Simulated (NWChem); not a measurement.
System: H$_{2}$Se$_{3}$; SMILES [SeH][Se][SeH]

NWChem input:

```
start job
memory heap 200 mb stack 900 mb global 1100 mb
geometry units angstroms noautoz
  Se     0.000000     0.000000     0.959428
  Se     1.867117    -0.035353    -0.440847
  H      1.983531     1.427597    -0.598200
  Se    -1.867117     0.035353    -0.440847
  H     -1.983531    -1.427597    -0.598200
end
basis spherical
  * library def2-svp
end
dft
  xc hfexch
  iterations 150
end
tddft
  nroots 6
  notriplet
end
task tddft energy
```

The geometry was optimised at PBE0/def2-SVP.

Vertical excitations in the gas phase.

Problem. What results follow from this input? (Hartree-Fock/def2-SVP, TDHF.) Quantities: lowest excitation, singlet (eV); oscillator strength of that lowest state; orbital gap (eV).

Solution. The lowest excitation, singlet (eV) comes out as 4.42 and the oscillator strength of that lowest state is 0.004. The orbital gap (eV) comes out as 11.16.
